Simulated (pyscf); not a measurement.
# Group migration: `[SiH2][SiH]([Cl])[Cl]` [doublet] -> `[Cl][SiH][SiH2][Cl]` [doublet]

Gas phase, doublet surface, charge 0. Bonds broken: Cl1–Si2. Bonds formed: Cl1–Si5. Single points on ωB97X-D3(BJ)/def2-SVP structures (PySCF, gas phase).

Transition state (Å):

```xyz
7

Cl    -1.2551     0.5222     0.7042
Si     0.3813    -0.0383    -0.7438
Cl     1.9679     1.1492    -0.0851
H     -0.1299     0.6355    -1.9724
Si    -1.1989    -1.7445     0.0257
H     -0.5931    -2.3534     1.2499
H     -2.6936    -1.8843     0.1853
```

One imaginary mode, 155i cm⁻¹; descent along it reached the two sides named.

```tsv
bond	change	reactant side (Å)	saddle	product side
Cl1–Si2	breaks	2.065	2.256	3.6
Cl1–Si5	forms	3.6	2.367	2.073
```

Electronic energies relative to the reactant's lowest minimum found (kJ/mol):

```
level                   barrier  reaction energy  reverse barrier
----------------------  -------  ---------------  ---------------
ωB97X-D3(BJ)/def2-TZVP    152.0             +4.6            147.3
PBE/def2-TZVP             116.0             +3.5            112.5
r²SCAN/def2-TZVP          135.5             +7.5            128.1
B3LYP-D3(BJ)/def2-TZVP    137.8             +3.7            134.1
PBE0-D3(BJ)/def2-TZVP     136.5             +6.3            130.2
M06-2X/def2-TZVP          138.9             +6.0            132.9
ωB97M-D3(BJ)/def2-TZVP    137.9             +6.4            131.5
HF/def2-TZVP              192.7             +4.2            188.5
```

With ωB97M-D3(BJ)/def2-TZVP energies and thermal terms (ideal gas, 1 atm, RRHO with modes under 100 cm⁻¹ raised to 100, one conformer, R ln 2 for chiral ones without a mode under 150 cm⁻¹), in kJ/mol:

```tsv
T (K)	ΔH‡	ΔG‡	ΔH	ΔG
298	133.6	137.9	+8.0	+9.5
600	131.4	143.0	+7.3	+11.4
900	129.1	149.3	+7.0	+13.5
1200	126.9	156.4	+6.9	+15.7
```

One saddle was located; it need not be the lowest between these sides.
